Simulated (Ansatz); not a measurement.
Mulliken charges of Cl$_{2}$OTi (`[O]=[Ti]([Cl])[Cl]`) from ωB97M-V/def2-TZVPP in Ansatz (PBE0-D4/def2-TZVP geometry).

```csv
atom,x (Å),y (Å),z (Å),charge (e)
O1,0.351,1.058,1.240,-0.449
Ti2,0.019,0.055,0.064,0.916
Cl3,1.131,-1.864,0.092,-0.233
Cl4,-1.500,0.751,-1.396,-0.233
```

**Question.** By hand: the dipole of these point charges (1 e Å = 4.8032 D).

**Answer.** Σ q r = (-0.054, -0.165, -0.194) e Å, of length 0.260 e Å = 1.25 D.

**Question.** How does the dipole of the full density compare? (Best estimate.)

**Answer.** The calculation gave: (-0.026, -0.079, -0.094) e Å, 0.60 D; the point charges give 2.08 times that, at 0° from its direction.

Point charges leave out the atoms' own dipoles, such as those of lone pairs, and Mulliken's split depends on the basis, so the two needn't agree.
